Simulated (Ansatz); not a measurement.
Geometry optimisation, RKS PBE/def2-SVP (Ansatz 0.2.0).

The input (input.yaml):

```yaml
crystal:
  periodic: [false, false, false]
  atoms:
    - { symbol: O, position_ang: [-0.56039, -2.7376, 0.70848] }
    - { symbol: Si, position_ang: [0.01868, -1.40272, 0.34808] }
    - { symbol: C, position_ang: [0.48314, 0.29465, 0.1547] }
    - { symbol: S, position_ang: [-0.41374, 1.25696, -1.11312] }
    - { symbol: H, position_ang: [1.53875, 0.54935, 0.14997] }
    - { symbol: H, position_ang: [-1.06644, 2.03937, -0.2481] }
basis:
  gaussian: { orbitals: def2-SVP }
hamiltonian:
  xc: pbe
relax:
  f_tol: 0.02
  max_steps: 50
output:
  orbitals: {}
```

Launched with:

```bash
$ ansatz run input.yaml --threads 1 --pin off --max-ram 2048MiB --backend cpu --events-out ev --progress --plain --runs-dir out
```

Q: Where does it end, and by what steps?

A: It converged. After 15 steps the energy has fallen by 0.285 eV; O1 moved furthest, 0.43 Å. Joined: Si2–S4.

```
step  energy less start (eV)  largest force component (eV/Å)  accepted
   0                  0.0000                           3.208       yes
   1                 -0.1456                           1.431       yes
   2                 -0.1297                           1.292        no
   3                 -0.1814                           0.314       yes
   4                 -0.1939                           0.394       yes
   5                 -0.2002                           0.148       yes
   6                 -0.2126                           0.254       yes
   7                 -0.2036                           0.788        no
   8                 -0.2315                           0.294       yes
   9                 -0.2545                           0.178       yes
  10                 -0.2601                           0.390       yes
  11                 -0.2714                           0.656       yes
  12                 -0.2797                           0.151       yes
  13                 -0.2843                           0.087       yes
  14                 -0.2851                           0.055       yes
  15                 -0.2854                           0.012       yes
```

```xyz
6
Properties=species:S:1:pos:R:3
O -0.850 -2.454 0.569
Si -0.087 -1.138 0.285
C 0.859 0.255 0.047
S -0.494 0.880 -0.986
H 1.811 0.772 0.216
H -1.237 1.684 -0.131
```

Whether the end is a true minimum wasn't checked by a vibrational analysis.

Time of the run: 23 s on 1 thread of Intel(R) Xeon(R) Platinum 8488C (Sapphire Rapids) (shared host), peak memory 0.17 GiB.
